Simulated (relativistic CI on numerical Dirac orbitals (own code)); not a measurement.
# Electric-dipole transitions in Ar⁸⁺

Calculated at this level of theory: Dirac-Coulomb-Breit CI, KLI orbitals optimised for each configuration, model QED (radiative potential, 1s self-energy scaled to tabulated hydrogen-like ionisation energies), unscaled Slater integrals (own radial code, finite nucleus).

CI space (outside the closed core 1s2): 2s²2p⁶, 2s²2p⁵3s, 2s²2p⁵3p, 2s²2p⁵3d, 2s2p⁶3s, 2s2p⁶3p, 2s²2p⁵4s, 2s²2p⁵4p, 2s²2p⁵4d, 2s²2p⁵4f, 2s2p⁶3d, 2s²2p⁴3s², 2s²2p⁴3s3p, 2s2p⁶4s, 2s²2p⁴3p², 2s²2p⁴3s3d. Levels of other configurations are missing.

| λ vac (nm) | Lower | Upper | A (s⁻¹) | log gf | S velocity/length |
| --- | --- | --- | --- | --- | --- |
| 3.5055 | 2s²2p⁶ ¹S0 [1] | 2s²2p⁵4d ¹P°1 [67] | 1.21e+12 | -0.18 | 0.94 |
| 3.5680 | 2s²2p⁶ ¹S0 [1] | 2s2p⁶3p ¹P°1 [47] | 7.52e+11 | -0.37 | 0.99 |
| 4.1476 | 2s²2p⁶ ¹S0 [1] | 2s²2p⁵3d ¹P°1 [27] | 2.86e+12 | 0.35 | 0.96 |
| 13.740 | 2s²2p⁵3s ³P°2 [2] | 2s²2p⁵4p ³D3 [35] | 1.62e+10 | -0.49 | 1.15 |
| 15.304 | 2s²2p⁵3p ³D2 [8] | 2s²2p⁵4d ³F°3 [52] | 2.60e+10 | -0.19 | 1.03 |
| 15.320 | 2s²2p⁵3p ³D3 [7] | 2s²2p⁵4d ³F°4 [50] | 3.13e+10 | 0.00 | 1.05 |
| 15.418 | 2s²2p⁵3p ¹D2 [13] | 2s²2p⁵4d ¹F°3 [58] | 3.05e+10 | -0.12 | 1.03 |
| 15.491 | 2s²2p⁵3p ³P2 [10] | 2s²2p⁵4d ³D°3 [54] | 2.58e+10 | -0.19 | 1.02 |
| 15.810 | 2s²2p⁵3p ³D3 [7] | 2s2p⁶3p ³P°2 [45] | 3.05e+10 | -0.24 | 0.65 |
| 16.030 | 2s²2p⁵3s ³P°2 [2] | 2s2p⁶3s ³S1 [28] | 4.45e+10 | -0.29 | 0.63 |
| 18.899 | 2s²2p⁵3p ³D3 [7] | 2s²2p⁵4s ³P°2 [30] | 2.40e+10 | -0.19 | 1.06 |
| 20.281 | 2s²2p⁵3d ³P°1 [17] | 2s²2p⁵4f ³D2 [60] | 4.77e+10 | 0.17 | 0.99 |
| 20.371 | 2s²2p⁵3d ³P°2 [18] | 2s²2p⁵4f ³D3 [61] | 6.60e+10 | 0.46 | 0.99 |
| 20.524 | 2s²2p⁵3d ³F°4 [19] | 2s²2p⁵4f ³G5 [62] | 1.01e+11 | 0.85 | 1.00 |
| 20.662 | 2s²2p⁵3d ³F°3 [20] | 2s²2p⁵4f ¹G4 [63] | 8.16e+10 | 0.67 | 1.00 |
| 20.729 | 2s²2p⁵3d ³D°1 [23] | 2s²2p⁵4f ³F2 [69] | 3.85e+10 | 0.09 | 1.00 |
| 20.759 | 2s²2p⁵3d ¹D°2 [24] | 2s²2p⁵4f ³G3 [70] | 8.13e+10 | 0.57 | 1.00 |
| 20.812 | 2s²2p⁵3d ³F°2 [21] | 2s²2p⁵4f ¹F3 [65] | 7.02e+10 | 0.50 | 1.00 |
| 20.862 | 2s²2p⁵3d ³D°3 [25] | 2s²2p⁵4f ³G4 [71] | 9.28e+10 | 0.74 | 0.99 |
| 20.917 | 2s²2p⁵3d ³D°2 [26] | 2s²2p⁵4f ³D3 [68] | 7.99e+10 | 0.56 | 0.99 |
| 20.998 | 2s²2p⁵3d ³D°3 [22] | 2s²2p⁵4f ³F4 [66] | 7.72e+10 | 0.66 | 0.99 |
| 21.523 | 2s²2p⁵3d ³D°1 [23] | 2s²2p⁵4f ¹D2 [64] | 3.67e+10 | 0.11 | 0.98 |
| 22.405 | 2s²2p⁵3d ¹P°1 [27] | 2s²2p⁵4f ³F2 [69] | 3.76e+10 | 0.15 | 0.96 |
| 48.341 | 2s²2p⁵3p ³S1 [6] | 2s²2p⁵3d ³P°2 [18] | 3.37e+09 | -0.23 | 0.87 |
| 49.352 | 2s²2p⁵3p ³S1 [6] | 2s²2p⁵3d ³P°1 [17] | 4.33e+09 | -0.32 | 0.88 |
| 51.472 | 2s²2p⁵3p ¹P1 [11] | 2s²2p⁵3d ¹D°2 [24] | 5.47e+09 | 0.04 | 1.00 |
| 52.097 | 2s²2p⁵3p ³D2 [8] | 2s²2p⁵3d ³F°3 [20] | 5.23e+09 | 0.17 | 1.08 |
| 52.307 | 2s²2p⁵3p ³D1 [9] | 2s²2p⁵3d ³F°2 [21] | 4.16e+09 | -0.07 | 1.06 |
| 52.323 | 2s²2p⁵3p ¹D2 [13] | 2s²2p⁵3d ³D°3 [25] | 5.99e+09 | 0.24 | 1.02 |
| 52.601 | 2s²2p⁵3p ³P1 [14] | 2s²2p⁵3d ³D°2 [26] | 4.67e+09 | -0.01 | 0.98 |
| 52.634 | 2s²2p⁵3p ³P2 [10] | 2s²2p⁵3d ³D°3 [22] | 5.02e+09 | 0.16 | 1.03 |
| 52.720 | 2s²2p⁵3p ³D3 [7] | 2s²2p⁵3d ³F°4 [19] | 5.95e+09 | 0.35 | 1.08 |
| 53.704 | 2s2p⁶3p ³P°2 [45] | 2s2p⁶3d ³D3 [74] | 6.24e+09 | 0.28 | 0.98 |
| 64.196 | 2s²2p⁵3s ³P°2 [2] | 2s²2p⁵3p ³P2 [10] | 1.61e+09 | -0.30 | 0.68 |
| 69.297 | 2s²2p⁵3s ³P°2 [2] | 2s²2p⁵3p ³D2 [8] | 9.79e+08 | -0.45 | 0.80 |
| 69.716 | 2s²2p⁵3s ³P°1 [3] | 2s²2p⁵3p ³D1 [9] | 1.78e+09 | -0.41 | 0.82 |
| 69.803 | 2s²2p⁵3s ³P°2 [2] | 2s²2p⁵3p ³D3 [7] | 2.30e+09 | 0.07 | 0.90 |
| 70.114 | 2s²2p⁵3s ¹P°1 [5] | 2s²2p⁵3p ¹D2 [13] | 2.00e+09 | -0.13 | 0.85 |
| 72.747 | 2s²2p⁵3s ³P°1 [3] | 2s²2p⁵3p ³D2 [8] | 1.18e+09 | -0.33 | 0.93 |
| 143.02 | 2s²2p⁵4p ³D1 [40] | 2s²2p⁵4d ³F°2 [56] | 1.14e+09 | 0.24 | 0.98 |
| 144.45 | 2s²2p⁵4p ³D2 [36] | 2s²2p⁵4d ³F°3 [52] | 1.06e+09 | 0.37 | 1.00 |
| 145.05 | 2s²2p⁵4p ¹D2 [41] | 2s²2p⁵4d ¹F°3 [58] | 1.24e+09 | 0.44 | 0.98 |
| 145.24 | 2s²2p⁵4p ³P2 [38] | 2s²2p⁵4d ³D°3 [54] | 1.00e+09 | 0.35 | 0.98 |
| 146.66 | 2s²2p⁵4p ³D3 [35] | 2s²2p⁵4d ³F°4 [50] | 1.21e+09 | 0.55 | 1.00 |
| 180.42 | 2s²2p⁵4s ³P°2 [30] | 2s²2p⁵4p ³D3 [35] | 5.25e+08 | 0.25 | 0.99 |

Terms are leading LS components. Brackets give the number of a level in order of energy, since labels repeat. The list gives strong lines, with weight on those to low levels, among the lowest 77 of 231 levels, so that lines to higher ones, which can be the strongest, are missing. Levels whose partners in the same complex of configurations lie outside the list can be far off, and so can their lines. Rates are taken at the computed energies, electric ones in the length gauge. A velocity-to-length ratio far from 1 marks an uncertain rate.

At this charge configurations can still be misplaced by up to about 7 % of their energy.

LS names give the leading component of a level, which can be under half, so a name can repeat, a term be missing and a line seem to break the LS rules.
